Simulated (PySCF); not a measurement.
# One molecule, several mistakes: BC2GeH7

All numbers below are calculated, not measured. The program is PySCF 2.14.0, an open-source quantum chemistry code, run on an isolated molecule that a program drew, which may never have been made. The molecule is BC2GeH7 (charge 0, singlet), drawn as the SMILES string `C=B[CH2][GeH3]`.

Each row is a Hartree-Fock (HF) and frozen-core CCSD(T) single point in the cc-pVDZ basis, meant for a local HF minimum. Run 1 is clean. Each other run has one planted mistake out of seven kinds, and not every kind appears here: one electron removed, one electron added, multiplicity raised by two, geometry at a saddle point, minimal basis STO-3G, one bond length entered in bohr, all coordinates scaled. The reference is restricted for singlets and unrestricted otherwise, and also for a bond in bohr. Adding or removing an electron swaps singlet and doublet. Electrons count all cores. HOMO and LUMO are orbital energies over both spins, the gradient is its largest component, and the lowest frequency (negative if imaginary) is given only where the gradient is small. Bond lengths are over the 10 bonds as drawn. T1 is the CCSD diagnostic: over 0.02 (restricted) or 0.045 (unrestricted) a single reference is doubtful. Germanium has the cc-pVDZ-PP basis, with a core potential (ECP10MDF) in place of its 10 inner electrons, and its 3s, 3p and 3d shells are frozen in CCSD(T).

Geometry of the clean run:
```xyz
11
BC2GeH7, angstrom
C    -2.9124   -1.5155    1.8837
B    -1.9185   -1.7453    0.9449
C    -0.8256   -1.9307   -0.1085
Ge   -0.4380   -0.2153   -1.0379
H    -3.3511   -0.5327    2.0225
H    -3.3007   -2.3007    2.5234
H     0.1192   -2.2571    0.3329
H    -1.1215   -2.6374   -0.8876
H     0.0284    0.8374   -0.0309
H    -1.6879    0.2836   -1.7649
H     0.6746   -0.4817   -2.0543
```

```
run,electrons,basis functions,<S^2>,HOMO (eV),LUMO (eV),gradient (hartree/bohr),lowest frequency (cm^-1),mean bond (Å),longest bond (Å),T1,HF (hartree),CCSD(T) (hartree),mistake
1,56,100,0.000,-8.42,2.91,3.2e-05,82,1.3850,1.989,0.0119,-397.82283,-398.34837,no fault
2,55,100,0.756,-16.79,-5.68,8.1e-02,-,1.3850,1.989,0.0130,-397.56867,-398.04769,one electron removed
3,56,100,0.853,-8.45,0.85,6.4e-03,-,1.5211,2.892,0.0391,-397.71975,-398.23274,one bond length entered in bohr
4,56,100,0.000,-8.14,2.30,4.4e-02,-,1.4874,2.136,0.0135,-397.77497,-398.31691,?
5,57,100,0.802,0.96,8.02,2.1e-02,-,1.3850,1.989,0.0186,-397.74973,-398.29513,?
```

**Which mistake was planted in run 4, and what did it cost?**

The mean and the longest bond both change by the same factor, 1.074, and the gradient is no longer small. So the mistake is: all coordinates scaled. Subtracting run 1 and multiplying by 627.51 kcal/mol a hartree, the energy moved by 30.0 kcal/mol in HF and 19.7 kcal/mol in CCSD(T).

**Which mistake was planted in run 5, and what did it cost?**

It counts 57 electrons, one more than the clean run, at the same geometry and basis. So the mistake is: one electron added. Subtracting run 1 and multiplying by 627.51 kcal/mol a hartree, the energy moved by 45.9 kcal/mol in HF and 33.4 kcal/mol in CCSD(T).

Cautions from the logs. Run 5: the HOMO is above zero, so the electron isn't bound and the energy depends on the basis.
